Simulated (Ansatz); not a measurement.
Two isomers of C3H4F2Si: A = `C#C[Si](C)(F)F`, B = `C=C=C(F)[SiH2]F`.

Computed with Ansatz on PBE0-D4/def2-TZVP structures; ΔE is electronic, products minus reactants. CBS: MP2 limit from def2 TZ/QZ plus the TZ coupled-cluster correction, frozen cores. DFT in def2-TZVPP. One conformer a species, not always the lowest.

**Question.** Which is lower in electronic energy at CCSD(T)/CBS, and by how much? (An estimate is asked.)

**Answer.** Computed: A, by 330.8 kJ/mol.

**Question.** Give E(B) − E(A) in kJ/mol with B2PLYP, MP2/def2-TZVPP, CCSD/def2-TZVPP, PBE0-D4, PBE-D4, BLYP-D4, CCSD(T)/def2-SVP. (An estimate is asked.)

**Answer.** Computed: B2PLYP 318.9, MP2/def2-TZVPP 349.1, CCSD/def2-TZVPP 329.1, PBE0-D4 295.1, PBE-D4 276.9, BLYP-D4 284.0, CCSD(T)/def2-SVP 289.2. None reverses the order clearly.

**Question.** Does the order hold for the free energy at 298.15 K (harmonic terms from PBE0-D4)? (An estimate is asked.)

**Answer.** Ansatz gave: Yes: G(B) − G(A) = +321.4 kJ/mol, for one conformer each. Modes under 60 cm⁻¹, often nearly free rotors, make the harmonic entropy too high.

Largest T1 diagnostic: 0.013.

At CCSD(T), def2-SVP lies −41.6 kJ/mol from the extrapolated value and def2-TZVPP −5.4 kJ/mol. From PBE to PBE0 (25 % exact exchange), in def2-TZVPP and without D4, E(B) − E(A) moves by +18.4 kJ/mol.
